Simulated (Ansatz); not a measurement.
Molecule: sulfur hexafluoride, SF6, charge 0, multiplicity 1. SMILES: FS(F)(F)(F)(F)F
Structure (B3LYP-D3(BJ)/def2-TZVP (Ansatz, a first-principles code) minimum search):
```xyz
7

F      0.6290    -0.4582    -1.3732
S      0.0000     0.0000     0.0000
F      1.2744    -0.5348     0.7623
F     -0.6866    -1.4125     0.1568
F     -1.2744     0.5348    -0.7623
F      0.6866     1.4125    -0.1568
F     -0.6290     0.4582     1.3732
```

Quantity: atomisation energy (electronic, to ground-state atoms); the coupled-cluster value holds the core correlation from cc-pwCVTZ, in kJ/mol. Cores are frozen in the correlated levels unless marked. UHF or UKS for open shells. No spin-orbit coupling. Non-relativistic. CBS marks a two-point X^-3 extrapolation of the correlation energy; Hartree-Fock from the larger set. [CCSD(T)-MP2]/basis is that difference in the basis named.

Level to compare with: RI-MP2/CBS(cc-pV(T+d)Z,cc-pV(Q+d)Z)+[CCSD(T)-MP2]/cc-pV(T+d)Z plus the core term (Ansatz), 2018.4 kJ/mol. It is a level with limits of its own, and the differences hold the functionals' basis error too.

Task: Rank these functionals by how close they come to RI-MP2/CBS(cc-pV(T+d)Z,cc-pV(Q+d)Z)+[CCSD(T)-MP2]/cc-pV(T+d)Z, closest first: B3LYP/def2-TZVPD (Ansatz); r2SCANh/def2-TZVPD (Ansatz); CAM-B3LYP/def2-TZVPD (Ansatz).

Result: r2SCANh/def2-TZVPD (hybrid meta-GGA, 1987.8 kJ/mol, difference -30.6), CAM-B3LYP/def2-TZVPD (range-separated hybrid, 1980.4 kJ/mol, difference -38.0), B3LYP/def2-TZVPD (global hybrid, 1905.8 kJ/mol, difference -112.6)
